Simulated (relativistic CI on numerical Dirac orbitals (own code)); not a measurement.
# How well does a small relativistic CI reproduce W V?

Computed by Dirac-Coulomb-Breit CI, separate exchange-only KLI orbitals for each configuration, model QED (radiative potential, 1s self-energy scaled to tabulated hydrogen-like ionisation energies), valence Slater integrals scaled by 0.85, P86 correlation energy added to each configuration (own radial code, finite nucleus).

Configurations in the expansion (outside the closed core [Kr] 4d10): 4f¹⁴5s²5p⁶5d², 4f¹⁴5s²5p⁶5d6s, 4f¹⁴5s²5p⁶6s², 4f¹⁴5s²5p⁶5d6p, 4f¹⁴5s²5p⁶5d5f, 4f¹⁴5s²5p⁶5d5g, 4f¹⁴5s²5p⁶6s6p, 4f¹⁴5s²5p⁶5d7s, 4f¹⁴5s²5p⁶5f², 4f¹⁴5s²5p⁶5d6d, 4f¹⁴5s²5p⁵5d³, 4f¹⁴5s²5p⁶5d7p, 4f¹⁴5s²5p⁶6p², 4f¹⁴5s²5p⁶5d7d, 4f¹⁴5s²5p⁶5d8s, 4f¹⁴5s²5p⁶5d6f, 4f¹³5s²5p⁶5d³, 4f¹⁴5s²5p⁶6s6d, 4f¹⁴5s²5p⁶5g², 4f¹⁴5s²5p⁶5d8p, 4f¹⁴5s²5p⁶5f6s, 4f¹³5s²5p⁶5d²6s, 4f¹⁴5s²5p⁵5d²5f, 4f¹⁴5s²5p⁶6p6d, 4f¹⁴5s²5p⁶5f6p, 4f¹⁴5s²5p⁶5g6s, 4f¹⁴5s²5p⁵5d²5g, 4f¹⁴5s5p⁶5d³, 4f¹⁴5s²5p⁵5d²6s, 4f¹³5s²5p⁶5d²6p, 4f¹⁴5s²5p⁶5f5g. Double excitations out of closed p, d and f shells are left out; levels of such configurations are missing from the list, as are those of other unlisted configurations, and high levels can miss mixing partners. These lack a partner that the ground configuration has and come out too high: 4f¹³5s²5p⁶5d²6s, 4f¹⁴5s²5p⁵5d²5f, 4f¹⁴5s²5p⁵5d²5g, 4f¹⁴5s²5p⁵5d²6s, 4f¹³5s²5p⁶5d²6p.

```tsv
Configuration	Term (tabulated)	J	Measured (cm⁻¹)	Computed	Error	Purity (%)
4f¹⁴5s²5p⁶5d²	3F	2	0.0	0	0	90
4f¹⁴5s²5p⁶5d²	3F	4	11519.4	10493	-1027	92
4f¹⁴5s²5p⁶5d²	3P	0	12838.7	12547	-291	94
4f¹⁴5s²5p⁶5d²	1D	2	13741.5	13229	-512	56
4f¹⁴5s²5p⁶5d²	3P	1	16330.6	15580	-750	100
4f¹⁴5s²5p⁶5d²	1G	4	22345.8	21285	-1061	92
4f¹⁴5s²5p⁶5d²	3P	2	22615.4	21376	-1239	64
4f¹⁴5s²5p⁶5d²	1S	0	43110.1	42680	-430	93
4f¹⁴5s²5p⁶5d6s	3D	1	58514.2	64745	6231	100
4f¹⁴5s²5p⁶5d6s	3D	2	60295.5	66386	6091	88
4f¹⁴5s²5p⁶5d6s	3D	3	66657.7	72204	5546	100
4f¹⁴5s²5p⁶5d6s	1D	2	72958.7	78275	5316	87
4f¹⁴5s²5p⁶5d6p	3F°	2	118662.8	122841	4178	67
```

Measured levels from measured levels as listed in J. Phys. B 45, 065001 (2012); pairs were made by configuration, J and term (by order where the table uses no LS term), so strongly mixed levels may be paired wrongly.

Mean error by configuration (cm⁻¹): 4f¹⁴5s²5p⁶5d² -759; 4f¹⁴5s²5p⁶5d6s 5796; 4f¹⁴5s²5p⁶5d6p 4178. Over the excited levels the mean absolute error is 2723 cm⁻¹ (12 of the 12 excited levels that our extract of the source holds in range could be paired), and the median relative error of those above 1,000 cm⁻¹ is 5.1 %. Some levels of the ground configuration have no partner.
